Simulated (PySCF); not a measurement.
```xyz
7

S      1.7351    -0.6815     0.0718
Si     0.0259     0.6170     0.0401
S     -1.8533    -0.4057    -0.1360
H      1.4290    -1.2715    -1.1088
H      0.1552     1.3795     1.3158
H      0.0201     1.5418    -1.1304
H     -1.6464    -1.1752     0.9597
```

Charge 0, multiplicity 1.

Problem. Give the Mulliken and meta-Löwdin atomic charges from PBE-D3(BJ)/def2-TZVP (PySCF 2.14.0).

Solution. 
| atom | Mulliken (e) | meta-Löwdin (e) |
|---|---|---|
| S1 | -0.28 | -0.29 |
| Si2 | 0.24 | 0.49 |
| S3 | -0.28 | -0.29 |
| H4 | 0.17 | 0.12 |
| H5 | 0.00 | -0.08 |
| H6 | 0.00 | -0.08 |
| H7 | 0.17 | 0.12 |
